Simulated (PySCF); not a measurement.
C$_{4}$H$_{9}$O (SMILES CCCC[O]), doublet, geometry from GFN2-xTB; PBE0/STO-3G run with PySCF.

The PySCF input:
```python
from pyscf import gto, scf, dft

mol = gto.Mole()
mol.atom = '''
    C     2.34449256   -0.09813638   -0.00073337
    C     0.88937594   -0.48778015   -0.21704361
    C    -0.04543918    0.71839659   -0.09204646
    C    -1.50354472    0.27416734   -0.25316904
    O    -2.00858632   -0.48751152    0.68447693
    H     2.65776752    0.64052160   -0.73593568
    H     2.48402591    0.32489821    0.99135532
    H     2.98696168   -0.97020344   -0.09670548
    H     0.58443175   -1.23051715    0.52249205
    H     0.77427526   -0.93476375   -1.20784599
    H     0.08186284    1.16614618    0.89499254
    H     0.19852652    1.46432205   -0.85103369
    H    -2.14713345    1.18699457   -0.35187235
    H    -1.66133505   -0.18719037   -1.26330719
'''
mol.basis = 'sto-3g'
mol.spin = 1
mol.verbose = 4
mol.build()

mf = dft.UKS(mol)
mf.xc = 'pbe0'
mf.kernel()
mf.analyze()
```

Question: What does PySCF print? Leave out banner, timings and long lists.

Answer: 
```
PySCF version 2.14.0

[INPUT] verbose = 4
[INPUT] num. atoms = 14
[INPUT] num. electrons = 41
[INPUT] charge = 0
[INPUT] spin (= nelec alpha-beta = 2S) = 1
[INPUT] symmetry False subgroup None
[INPUT] Mole.unit = angstrom
[INPUT] Symbol           X                Y                Z      unit          X                Y                Z       unit  Magmom
[INPUT]  1 C      2.344492560000  -0.098136380000  -0.000733370000 AA    4.430448839480  -0.185450881056  -0.001385868448 Bohr   0.0
[INPUT]  2 C      0.889375940000  -0.487780150000  -0.217043610000 AA    1.680676948378  -0.921770892499  -0.410152979987 Bohr   0.0
[INPUT]  3 C     -0.045439180000   0.718396590000  -0.092046460000 AA   -0.085867605525   1.357572803921  -0.173942600136 Bohr   0.0
[INPUT]  4 C     -1.503544720000   0.274167340000  -0.253169040000 AA   -2.841287736836   0.518101184901  -0.478420148819 Bohr   0.0
[INPUT]  5 O     -2.008586320000  -0.487511520000   0.684476930000 AA   -3.795678042348  -0.921263255370   1.293473936283 Bohr   0.0
[INPUT]  6 H      2.657767520000   0.640521600000  -0.735935680000 AA    5.022452715564   1.210410400868  -1.390716880496 Bohr   0.0
[INPUT]  7 H      2.484025910000   0.324898210000   0.991355320000 AA    4.694128656224   0.613968635261   1.873390046931 Bohr   0.0
[INPUT]  8 H      2.986961680000  -0.970203440000  -0.096705480000 AA    5.644539519771  -1.833418786711  -0.182746871945 Bohr   0.0
[INPUT]  9 H      0.584431750000  -1.230517150000   0.522492050000 AA    1.104415946000  -2.325340405080   0.987366876763 Bohr   0.0
[INPUT] 10 H      0.774275260000  -0.934763750000  -1.207845990000 AA    1.463168186426  -1.766447478671  -2.282498121754 Bohr   0.0
[INPUT] 11 H      0.081862840000   1.166146180000   0.894992540000 AA    0.154698347379   2.203696901408   1.691290784129 Bohr   0.0
[INPUT] 12 H      0.198526520000   1.464322050000  -0.851033690000 AA    0.375160751263   2.767167632662  -1.608220596878 Bohr   0.0
[INPUT] 13 H     -2.147133450000   1.186994570000  -0.351872350000 AA   -4.057494173393   2.243094648646  -0.664942372307 Bohr   0.0
[INPUT] 14 H     -1.661335050000  -0.187190370000  -1.263307190000 AA   -3.139468245641  -0.353738532456  -2.387304600294 Bohr   0.0

nuclear repulsion = 179.54230196883
number of shells = 24
number of NR pGTOs = 102
number of NR cGTOs = 34
basis = sto-3g
ecp = {}

******** <class 'pyscf.dft.uks.UKS'> ********
method = UKS
initial guess = minao
damping factor = 0
level_shift factor = 0
DIIS = <class 'pyscf.scf.diis.CDIIS'>
diis_start_cycle = 1
diis_space = 8
diis_damp = 0
SCF conv_tol = 1e-09
SCF conv_tol_grad = None
SCF max_cycles = 50
direct_scf = True
direct_scf_tol = 1e-13
number electrons alpha = 21  beta = 20
XC library pyscf.dft.libxc version 7.1.2
    S. Lehtola, C. Steigemann, M. J. T. Oliveira, and M. A. L. Marques,  SoftwareX 7, 1–5 (2018)
XC functionals = pbe0
    C. Adamo and V. Barone,  J. Chem. Phys. 110, 6158 (1999)
    M. Ernzerhof and G. E. Scuseria,  J. Chem. Phys. 110, 5029 (1999)
radial grids:
    Treutler-Ahlrichs [JCP 102, 346 (1995); DOI:10.1063/1.469408] (M4) radial grids

becke partition: Becke, JCP 88, 2547 (1988); DOI:10.1063/1.454033
pruning grids: <function nwchem_prune>
grids dens level: 3
symmetrized grids: False
atomic radii adjust function: <function treutler_atomic_radii_adjust>
small_rho_cutoff = 0
Set gradient conv threshold to 3.16228e-05
tot grids = 158832
init E= -230.179486531012

cycle= 1 E= -229.697898635718  delta_E= 0.482  |g|= 0.371  |ddm|= 3.14
cycle= 2 E= -229.701740815532  delta_E= -0.00384  |g|= 0.447  |ddm|= 1.13
cycle= 3 E= -229.825450789303  delta_E= -0.124  |g|= 0.0465  |ddm|= 0.633
cycle= 4 E= -229.827362149907  delta_E= -0.00191  |g|= 0.0225  |ddm|= 0.112
cycle= 5 E= -229.827719884564  delta_E= -0.000358  |g|= 0.00269  |ddm|= 0.0355
cycle= 6 E= -229.827730354179  delta_E= -1.05e-05  |g|= 0.00141  |ddm|= 0.00796
cycle= 7 E= -229.827733446107  delta_E= -3.09e-06  |g|= 0.00052  |ddm|= 0.00377
cycle= 8 E= -229.827736043305  delta_E= -2.6e-06  |g|= 0.000442  |ddm|= 0.00445
cycle= 9 E= -229.827738536639  delta_E= -2.49e-06  |g|= 0.000418  |ddm|= 0.00458
cycle= 10 E= -229.827744171606  delta_E= -5.63e-06  |g|= 0.000366  |ddm|= 0.0114
cycle= 11 E= -229.827755608186  delta_E= -1.14e-05  |g|= 0.00022  |ddm|= 0.0321
cycle= 12 E= -229.827760536379  delta_E= -4.93e-06  |g|= 9.15e-05  |ddm|= 0.0328
cycle= 13 E= -229.827760657535  delta_E= -1.21e-07  |g|= 3.89e-05  |ddm|= 0.00307
cycle= 14 E= -229.827760712079  delta_E= -5.45e-08  |g|= 1.46e-05  |ddm|= 0.00365
cycle= 15 E= -229.827760712911  delta_E= -8.33e-10  |g|= 1.53e-06  |ddm|= 0.000425
Extra cycle  E= -229.827760712914  delta_E= -2.9e-12  |g|= 1e-06  |ddm|= 4.37e-06
converged SCF energy = -229.827760712914  <S^2> = 0.75231478  2S+1 = 2.0023134
**** SCF Summaries ****
Total Energy =                        -229.827760712914397
Nuclear Repulsion Energy =             179.542301968830003
One-electron Energy =                 -667.868043842336192
Two-electron Energy =                  258.497981160591792
Two-electron Coulomb Energy =          292.020563620576866
DFT Exchange-Correlation Energy =      -33.522582459985067
**** MO energy ****
                             alpha | beta                alpha | beta
MO #1   energy= -18.9569594806913  | -18.9395560199706  occ= 1 | 1
MO #2   energy= -10.1057950531118  | -10.10735323108    occ= 1 | 1
MO #3   energy= -10.0484115012036  | -10.0483999817941  occ= 1 | 1
MO #4   energy= -10.0448796033119  | -10.044917462862   occ= 1 | 1
MO #5   energy= -10.0388162078491  | -10.0388198289051  occ= 1 | 1
MO #6   energy= -1.01335231465009  | -0.956921242685538 occ= 1 | 1
MO #7   energy= -0.77726358949634  | -0.77490180996027  occ= 1 | 1
MO #8   energy= -0.694250299298642 | -0.688908257959479 occ= 1 | 1
MO #9   energy= -0.602782976786618 | -0.596115259068893 occ= 1 | 1
MO #10  energy= -0.558262049743681 | -0.552748437360421 occ= 1 | 1
MO #11  energy= -0.456252349736539 | -0.450784724866014 occ= 1 | 1
MO #12  energy= -0.445139079053407 | -0.42347285767293  occ= 1 | 1
MO #13  energy= -0.417158472241124 | -0.414842975361623 occ= 1 | 1
MO #14  energy= -0.389038010025002 | -0.38262120936622  occ= 1 | 1
MO #15  energy= -0.363484499916957 | -0.354865054879894 occ= 1 | 1
MO #16  energy= -0.337075904239031 | -0.325416165569992 occ= 1 | 1
MO #17  energy= -0.319457507055708 | -0.31360602449912  occ= 1 | 1
MO #18  energy= -0.305891945741525 | -0.299769115794164 occ= 1 | 1
MO #19  energy= -0.302817281138076 | -0.296134578057282 occ= 1 | 1
MO #20  energy= -0.226887829397303 | -0.140294617027111 occ= 1 | 1
MO #21  energy= -0.166494679268336 | 0.0336309133941759 occ= 1 | 0
MO #22  energy= 0.369489147944037  | 0.378391018825791  occ= 0 | 0
MO #23  energy= 0.389795090720787  | 0.393376878270628  occ= 0 | 0
MO #24  energy= 0.415771291024195  | 0.417411915408332  occ= 0 | 0
MO #25  energy= 0.43477128930131   | 0.438472865542443  occ= 0 | 0
MO #26  energy= 0.443222118841746  | 0.448368554167737  occ= 0 | 0
MO #27  energy= 0.487698141292162  | 0.490432310757977  occ= 0 | 0
MO #28  energy= 0.501701726601309  | 0.509241147967273  occ= 0 | 0
MO #29  energy= 0.519351987321146  | 0.52003673784144   occ= 0 | 0

To work with the spin densities directly, `use mulliken_meta_spin()` only printing them here.

 ** Mulliken spin pop alpha/beta on meta-lowdin orthogonal AOs **
 ** Mulliken Spin Density (per AO)  **
spin_pop of  0 C 1s       -0.00000
spin_pop of  0 C 2s       -0.00003
spin_pop of  0 C 2px      -0.00008
spin_pop of  0 C 2py      -0.00002
spin_pop of  0 C 2pz      -0.00002
spin_pop of  1 C 1s       -0.00000
spin_pop of  1 C 2s       -0.00008
spin_pop of  1 C 2px      -0.00006
spin_pop of  1 C 2py       0.00053
spin_pop of  1 C 2pz       0.00040
spin_pop of  2 C 1s       -0.00000
spin_pop of  2 C 2s       -0.00034
spin_pop of  2 C 2px      -0.00017
spin_pop of  2 C 2py       0.00022
spin_pop of  2 C 2pz       0.00033
spin_pop of  3 C 1s        0.00000
spin_pop of  3 C 2s       -0.01080
spin_pop of  3 C 2px      -0.01027
spin_pop of  3 C 2py      -0.02576
spin_pop of  3 C 2pz      -0.02157
spin_pop of  4 O 1s       -0.00000
spin_pop of  4 O 2s        0.00932
spin_pop of  4 O 2px       0.13425
spin_pop of  4 O 2py       0.60184
spin_pop of  4 O 2pz       0.18527
spin_pop of  5 H 1s        0.00007
spin_pop of  6 H 1s        0.00001
spin_pop of  7 H 1s        0.00003
spin_pop of  8 H 1s       -0.00015
spin_pop of  9 H 1s       -0.00003
spin_pop of  10 H 1s       -0.00032
spin_pop of  11 H 1s       -0.00080
spin_pop of  12 H 1s        0.08016
spin_pop of  13 H 1s        0.05807
 ** Mulliken Spin Density (per atom)  **
spin density of  0 C =     -0.00015
spin density of  1 C =      0.00079
spin density of  2 C =      0.00003
spin density of  3 C =     -0.06840
spin density of  4 O =      0.93069
spin density of  5 H =      0.00007
spin density of  6 H =      0.00001
spin density of  7 H =      0.00003
spin density of  8 H =     -0.00015
spin density of  9 H =     -0.00003
spin density of  10 H =     -0.00032
spin density of  11 H =     -0.00080
spin density of  12 H =      0.08016
spin density of  13 H =      0.05807
 ** Mulliken pop alpha/beta on meta-lowdin orthogonal AOs **
 ** Mulliken pop       alpha | beta **
pop of  0 C 1s        0.99979 | 0.99980
pop of  0 C 2s        0.51092 | 0.51095
pop of  0 C 2px       0.50652 | 0.50660
pop of  0 C 2py       0.52779 | 0.52781
pop of  0 C 2pz       0.52934 | 0.52935
pop of  1 C 1s        0.99980 | 0.99980
pop of  1 C 2s        0.51398 | 0.51407
pop of  1 C 2px       0.49355 | 0.49361
pop of  1 C 2py       0.50745 | 0.50692
pop of  1 C 2pz       0.52406 | 0.52367
pop of  2 C 1s        0.99980 | 0.99980
pop of  2 C 2s        0.51934 | 0.51968
pop of  2 C 2px       0.49952 | 0.49969
pop of  2 C 2py       0.50713 | 0.50691
pop of  2 C 2pz       0.52473 | 0.52440
pop of  3 C 1s        0.99982 | 0.99982
pop of  3 C 2s        0.51165 | 0.52245
pop of  3 C 2px       0.50134 | 0.51161
pop of  3 C 2py       0.48984 | 0.51560
pop of  3 C 2pz       0.47354 | 0.49511
pop of  4 O 1s        0.99995 | 0.99995
pop of  4 O 2s        0.91709 | 0.90777
pop of  4 O 2px       0.91124 | 0.77699
pop of  4 O 2py       0.86744 | 0.26560
pop of  4 O 2pz       0.80982 | 0.62455
pop of  5 H 1s        0.47655 | 0.47648
pop of  6 H 1s        0.47601 | 0.47600
pop of  7 H 1s        0.47570 | 0.47568
pop of  8 H 1s        0.47711 | 0.47726
pop of  9 H 1s        0.47961 | 0.47964
pop of  10 H 1s        0.47710 | 0.47742
pop of  11 H 1s        0.47766 | 0.47846
pop of  12 H 1s        0.51022 | 0.43006
pop of  13 H 1s        0.50458 | 0.44651
In total            21.00000 | 20.00000
 ** Mulliken atomic charges   ( Nelec_alpha | Nelec_beta ) **
charge of  0C =     -0.14888  (     3.07436      3.07451 )
charge of  1C =     -0.07690  (     3.03884      3.03806 )
charge of  2C =     -0.10100  (     3.05052      3.05048 )
charge of  3C =     -0.02076  (     2.97618      3.04458 )
charge of  4O =     -0.08040  (     4.50554      3.57486 )
charge of  5H =      0.04697  (     0.47655      0.47648 )
charge of  6H =      0.04798  (     0.47601      0.47600 )
charge of  7H =      0.04862  (     0.47570      0.47568 )
charge of  8H =      0.04564  (     0.47711      0.47726 )
charge of  9H =      0.04075  (     0.47961      0.47964 )
charge of  10H =      0.04547  (     0.47710      0.47742 )
charge of  11H =      0.04388  (     0.47766      0.47846 )
charge of  12H =      0.05972  (     0.51022      0.43006 )
charge of  13H =      0.04891  (     0.50458      0.44651 )
Dipole moment(X, Y, Z, Debye):  0.34538,  0.74639, -0.90888
```
